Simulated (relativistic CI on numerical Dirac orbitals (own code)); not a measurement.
# Energy levels of Os60+

These numbers are calculated, not measured: Dirac-Coulomb-Breit CI, orbitals from a KLI potential per configuration, model QED (radiative potential, 1s self-energy scaled to tabulated hydrogen-like ionisation energies), unscaled Slater integrals (own radial code, finite nucleus).

Configuration list (outside the closed core [Ne]): 3s2 3p4, 3s2 3p3 3d, 3s 3p5, 3p6, 3s 3p4 3d, 3s 3p3 3d2, 3p5 3d, 3s2 3p2 3d 4p, 3s 3p3 3d 4s, 3p5 4s, 3s2 3p3 4s, 3p5 4p, 3s2 3p3 4p, 3s2 3p3 4d, 3p4 3d 4p, 3s 3p4 4s, 3s2 3p3 4f, 3s 3p4 4p, 3s 3p4 4d, 3s 3p4 4f, 3s2 3p3 5s, 3s2 3p3 5p, 3s2 3p2 4s 4p, 3s2 3p3 5d, 3s2 3p3 5f, 3s2 3p3 5g, 3s 3p3 4s2, 3s 3p4 5s, 3s2 3p2 3d2, 3s2 3p 3d3, 3s 3p2 3d3, 3s2 3p 3d2 4s, 3s2 3p 3d2 4p, 3s2 3p 3d2 4d, 3p4 3d2, 3p3 3d3, 3p3 3d2 4s, 3p3 3d2 4p, 3p3 3d2 4d, 3s2 3p2 3d 4s, 3s 3p2 3d2 4s, 3s2 3p 3d 4s2, 3s2 3p 3d 4s 4p, 3s2 3p 3d 4s 4d, 3p4 3d 4s, 3p3 3d 4s2, 3p3 3d 4s 4p, 3p3 3d 4s 4d, 3s2 3p2 4s2, 3s 3p2 3d 4s2, 3s2 3p 4s2 4p, 3s2 3p 4s2 4d, 3s2 3p2 4p2, 3s2 3p 3d 4p2, 3s 3p2 3d 4p2, 3s2 3p 4s 4p2, 3s2 3p 4p3, 3s2 3p 4p2 4d, 3s 3p3 4s 4p, 3s 3p2 3d 4s 4p, 3s 3p2 4s2 4p, 3s 3p2 4s 4p2, 3s 3p2 4s 4p 4d. Double excitations out of closed p, d and f shells are left out; levels of such configurations are missing from the list, as are those of other unlisted configurations, and high levels can miss mixing partners. These lack a partner that the ground configuration has and come out too high: 3s2 3p3 4f, 3s 3p4 4p, 3s 3p4 4d, 3s 3p4 4f, 3s2 3p3 5s.

The lowest level is 3s2 3p4 3P_2, with 68 % of that term; Hund's rules for 3s2 3p4 give 3P with J = 2, in agreement.

```
No.      Configuration  Term  J   E (Ry)   %  Next component (%)  Lifetime (s)
  1            3s2 3p4    3P  2   0.0000  68               31 1D              
  2            3s2 3p4    1S  0   1.5265  64               35 3P      6.23e-02
  3        3p3(2P°) 3d   3D°  2  17.8730  32              30 3F°      1.03e-10
  4        3p3(2P°) 3d   3D°  1  18.5347  33              27 3P°      4.58e-11
  5        3p3(2P°) 3d   3P°  0  18.5539  62              26 5D°      1.65e-01
  6        3p3(2P°) 3d   3F°  3  18.5713  28              21 3G°      5.07e-10
  7        3p3(2P°) 3d   3F°  4  24.8576  50              26 5D°      2.63e-07
  8        3p3(2D°) 3d   3D°  2  25.3934  34              29 3P°      5.85e-12
  9        3p3(2P°) 3d   3D°  3  26.8503  43              20 1F°      1.69e-12
 10        3p3(4S°) 3d   3D°  1  27.7375  35              29 3P°      2.66e-12
 11            3s2 3p4    3P  1  29.0559  99    1 3s2 3p2 3d2 3P      1.44e-09
 12            3s2 3p4    1D  2  29.7858  68               31 3P      2.04e-09
 13    3p2(1S) 3d2(3F)    3F  2  36.5411  40               23 5G      3.18e-11
 14    3p2(3P) 3d2(1S)    3P  0  38.4702  58               28 5D      2.27e-11
 15             3s 3p5   3P°  2  43.1736  85    7 3s2 3p3 3d 3P°      9.42e-13
 16    3p2(1S) 3d2(3F)    3F  3  43.8934  32               22 5G      3.39e-12
 17             3s 3p5   1P°  1  44.7376  36              23 3P°      8.52e-13
 18    3p2(1S) 3d2(3P)    3P  2  44.7480  23               18 3F      2.95e-12
 19    3p2(1S) 3d2(3P)    3P  1  45.1279  37               33 5D      2.76e-12
 20    3p2(1S) 3d2(1G)    1G  4  45.1470  24               24 3F      2.67e-12
 21        3p3(2D°) 3d   3F°  2  46.1753  44              29 5D°      1.00e-10
 22        3p3(4S°) 3d   5D°  0  46.2890  53              24 1S°      6.33e-11
 23        3p3(2D°) 3d   3D°  1  46.4068  45              32 5D°      2.10e-12
 24        3p3(2D°) 3d   3G°  3  46.7968  34              28 3F°      1.68e-11
 25        3p3(2D°) 3d   3G°  4  47.4186  50              37 1G°      9.72e-09
 26        3p3(2P°) 3d   3F°  2  48.4464  66              22 1D°      3.26e-12
 27        3p3(2D°) 3d   3D°  3  49.5396  39              24 1F°      2.78e-13
 28        3p3(2D°) 3d   3D°  2  50.1134  30              28 3P°      1.92e-13
 29        3p3(2D°) 3d   3S°  1  50.5710  36              27 3P°      1.70e-13
 30        3p3(2P°) 3d   3D°  1  51.5398  38              30 1P°      1.55e-13
 31    3p2(1S) 3d2(3F)    3F  4  51.9452  29               16 3G      1.78e-12
 32    3p2(1S) 3d2(3P)    3P  2  52.6647  21               19 3F      1.48e-12
 33        3p3(2D°) 3d   3D°  3  52.8447  53              26 5D°      7.14e-11
 34        3p3(4S°) 3d   5D°  4  52.8616  53              22 3G°      1.88e-09
 35        3p3(2D°) 3d   3F°  4  53.8330  72              26 1G°      5.39e-09
 36        3p3(2D°) 3d   3G°  5  54.0714  99                          6.28e-09
 37        3p3(4S°) 3d   3D°  1  54.0939  45              26 1P°      7.47e-12
 38        3p3(2D°) 3d   1S°  0  54.2726  53              45 3P°      9.46e-12
 39    3p2(3P) 3d2(1S)    3P  0  54.7041  61               21 1S      1.33e-12
 40        3p3(2P°) 3d   3D°  2  55.4988  46              37 3P°      4.03e-11
 41        3p3(2P°) 3d   1F°  3  56.0306  35              35 3F°      3.63e-10
 42        3p3(4S°) 3d   3D°  2  56.2943  46              18 1D°      1.59e-12
 43        3p3(2D°) 3d   3S°  1  56.5723  37              31 1P°      1.12e-12
 44        3p3(2D°) 3d   1F°  3  56.9379  46              26 3D°      1.31e-12
 45        3p3(2D°) 3d   3P°  2  57.2311  43              40 1D°      9.24e-13
 46            3s2 3p4    3P  0  59.4003  63               34 1S      1.43e-10
 47  3s 3p4(3P)<4P> 3d    5D  2  59.7679  34               23 3D      2.52e-12
 48  3s 3p4(3P)<4P> 3d    5P  1  60.1086  35               22 5D      1.80e-12
 49  3s 3p4(3P)<4P> 3d    5D  3  60.3899  35               18 3D      1.92e-12
 50  3s 3p4(3P)<4P> 3d    3F  4  60.9824  36               27 5F      1.44e-12
 51  3s 3p4(1S)<2S> 3d    3D  1  62.1615  47               13 5P      7.99e-13
 52  3s 3p4(3P)<2P> 3d    3P  0  62.8957  58               16 5D      7.20e-13
 53  3s 3p4(3P)<2P> 3d    3D  2  63.0529  24               16 1D      8.74e-13
 54  3s 3p4(1D)<2D> 3d    3G  3  63.3440  27               23 3F      4.60e-13
 55  3s 3p4(1S)<2S> 3d    3D  1  63.3500  34               16 5F      1.02e-12
 56  3s 3p4(1S)<2S> 3d    3D  2  63.4989  33               14 3F      7.27e-13
 57    3p2(3P) 3d2(3F)    5G  3  65.5088  28               27 3G      5.41e-13
 58    3p2(3P) 3d2(3F)    5F  1  65.6114  38               25 3D      3.45e-13
 59    3p2(3P) 3d2(3F)    5G  2  65.7683  16               15 3F      2.53e-13
 60    3p2(1D) 3d2(3F)    3H  4  65.8773  35               22 1G      9.40e-13
 61  3s 3p4(3P)<4P> 3d    5F  5  66.6077  67               28 3G      2.30e-12
 62  3s 3p4(3P)<4P> 3d    3F  4  66.8249  43               40 5D      1.70e-12
 63  3s 3p4(3P)<4P> 3d    3P  0  68.2429  60               22 1S      1.36e-12
 64    3p2(3P) 3d2(1S)    3P  1  68.4716  33               22 5D      2.21e-13
 65  3s 3p4(3P)<4P> 3d    3P  1  68.6228  41               15 3S      8.75e-13
 66    3p2(1D) 3d2(3F)    3F  2  68.6667  26               20 3D      1.93e-13
 67  3s 3p4(3P)<4P> 3d    3D  3  68.7116  26               21 3F      9.00e-13
 68    3p2(3P) 3d2(3F)    3F  3  69.3997  23               15 3G      1.34e-13
 69    3p2(1D) 3d2(3F)    3D  1  69.4568  24               24 3P      1.21e-13
 70    3p2(1D) 3d2(3P)    3D  2  69.6746  20               18 3F      1.52e-13
```

Energies count from the lowest computed level; ° marks odd parity; lifetimes are radiative, by E1, M1, E2, M2, E3 decay to levels of this space only. Percentages are summed over parent terms; the parents shown are those of the largest component, closed shells are left out there, and <> holds an intermediate term.

The mean weight of the leading LS term, summed over parents, in these 70 levels is 43 %, and that of the leading jj configuration (from the same eigenvectors) 91 %, so jj coupling describes them better and the LS labels are nominal.

At this charge energies of transitions that change n are usually good to better than 1 %, and those within a shell (Δn = 0) to a few per cent.

LS names give the leading component of a level, which can be under half, so a name can repeat, a term be missing and a line seem to break the LS rules.
